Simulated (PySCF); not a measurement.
# ORD: `C[C@@H](S)[C@@H]1C[C@@H]1C#N`, C6H9NS

Geometry (Å), atoms numbered from 1 in this order:
```xyz
17

C    -1.3335    1.3793    0.2870
C    -0.8178   -0.0129    0.6131
S    -2.2112   -1.2302    0.6501
C     0.1658   -0.5021   -0.4171
C     1.1903   -1.5240   -0.0554
C     1.6227   -0.0983   -0.3049
C     2.0324    0.6971    0.7961
N     2.3575    1.3437    1.6837
H    -0.5021    2.0823    0.2777
H    -2.0541    1.7097    1.0319
H    -1.8146    1.3854   -0.6892
H    -0.3619   -0.0310    1.6068
H    -2.8799   -0.6282    1.6301
H    -0.2436   -0.5349   -1.4204
H     1.2108   -1.8806    0.9639
H     1.4711   -2.2668   -0.7858
H     2.1611    0.1234   -1.2192
```

Method: TDDFT PBE0/def2-SVPD circular dichroism and optical rotation, one conformer, gas phase in PySCF. Geometry: GFN2-xTB.

The molecule is flexible and this is one conformer; a measurement averages over conformers. States above about 7.1 eV lie in this functional's continuum (it starts at minus the energy of the highest occupied orbital, well below the true ionisation energy for most functionals) and depend on the basis. Singlets 6 and 7 lie within 0.01 eV of each other, so their separate moments and overlaps can depend on how they mix.

Stereocentres: C2 R, C4 R, C6 S.

(1) Give the optical rotatory dispersion at 633, 589.3, 546, 436, 405, 365, 355 nm.

(2) And for the mirror image at 589.3 nm?

(3) What is the molar rotation [Φ] = [α]·M/100 of the geometry above at 589.3 nm?

Answers

(1) [α] in deg dm⁻¹ (g/mL)⁻¹:
```
λ (nm)  origin-invariant length gauge  modified velocity gauge  length gauge (centre of mass)  isotropic polarisability (au)
   633                          +43.5                    +21.7                          +43.0                           95.0
 589.3                          +51.2                    +25.6                          +50.7                           95.4
   546                          +61.2                    +30.7                          +60.6                           95.8
   436                         +107.7                    +55.0                         +106.7                           97.7
   405                         +131.9                    +68.1                         +130.7                           98.5
   365                         +179.9                    +94.6                         +178.5                          100.0
   355                         +196.7                   +104.1                         +195.2                          100.5
```

(2) -51.2 deg dm⁻¹ (g/mL)⁻¹ (origin-invariant length gauge): the same size and the opposite sign.

(3) With M = 127.20 g/mol, +65.2 deg cm² dmol⁻¹ (origin-invariant length gauge).

The first excitation lies at 5.52 eV (225 nm) with R = +4.9 × 10⁻⁴⁰ esu² cm² (velocity form).
